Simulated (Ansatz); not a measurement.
Ansatz results at the PBE0-D4/def2-TZVP geometry: size of the dipole moment (ωB97M-V/def2-TZVPP) 1.35 D; LUMO energy (PBE/def2-TZVPP) -1.44 eV; HOMO energy (PBE/def2-TZVPP) -5.82 eV.

Each molecule was computed in one conformer, which needn't be the lowest.

Q: Which molecule gave them?
A. `C=C([SiH3])Br`
B. `S[CH2][GaH2]`
C. `CC#COC`
D. `[SiH3][CH2][GeH2][PH2]`

A: B. The others give `C=C([SiH3])Br`: 1.47, -1.82, -6.43; `[SiH3][CH2][GeH2][PH2]`: 1.05, -0.79, -6.29; `CC#COC`: 1.56, 0.44, -5.26.
